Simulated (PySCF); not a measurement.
Labels have come off several samples. The candidates:

A. SMILES CC(=O)[P@]1(=O)C(C)=C1[SiH3]
B. `ClC(/C=C1/C(=C)C=C1)(Cl)Cl`
C. (CH3)2CHCHF2

Spectrum 1. 1H NMR (500 MHz, computed): δ 6.05 (m, 1H), 1.80 (m, 1H), 1.08 (d, 6H). 13C{1H} NMR (computed): δ 124.8 (CH), 37.5 (CH), 16.2 (CH3).

Spectrum 2. 1H NMR (500 MHz, computed): δ 7.74 (d, 1H), 7.50 (d, 1H), 6.34 (s, 1H), 5.08 (m, 1H), 5.08 (m, 1H). 13C{1H} NMR (computed): δ 161.1 (CH), 157.9 (C), 155.2 (CH), 153.9 (C), 125.2 (CH), 117.9 (C), 102.3 (CH2).

Spectrum 3. 1H NMR (500 MHz, computed): δ 4.35 (m, 3H), 3.11 (m, 3H), 2.56 (m, 3H). 13C{1H} NMR (computed): δ 220.7 (C), 182.7 (C), 158.4 (C), 40.0 (CH3), 17.9 (CH3).

[PySCF 2.14.0 with density-fitted response routines: PBE0/pcSseg-1 with gauge-including orbitals; GFN2-xTB geometry; rapidly exchanging positions averaged; non-relativistic Hamiltonian; isolated molecule; one conformer]

δ = σ(ref) − σ, references computed at the same level: 1H (31.72 ppm) and 13C (186.93 ppm) vs TMS. Splittings of carbon signals by F and P are missing where no couplings were computed. Where no couplings were computed, multiplicities follow the n + 1 count of equivalent neighbours, and m marks all less simple cases (inequivalent or close neighbours, rings, F or P nearby). Shifts are as computed. Against solution values, carbons near 30 ppm lie about +3 ppm off and those near 130 ppm about +5 ppm; carbons on Cl a further +6 ppm. Of 1211 compounds with measured shifts, 218 miss one by over three times the rms of a fit or turn the order of signals round; such compounds aren't used in these exercises. Carbons bonded to Cl come out too deshielded.

Match each spectrum to its structure.

Results:

1–C, 2–B, 3–A.

- Spectrum 1 (C): 3 13C signals; δC 124.8 is an sp3 CH bonded to 2 F; δC 37.5 is an sp3 CH.
- Spectrum 2 (B): 7 13C signals; δC 161.1 is an alkene CH; δC 157.9 is a fully substituted alkene carbon.
- Spectrum 3 (A): 5 13C signals; δC 158.4 is a fully substituted alkene carbon; δC 40.0 is a methyl carbon α to a carbonyl.
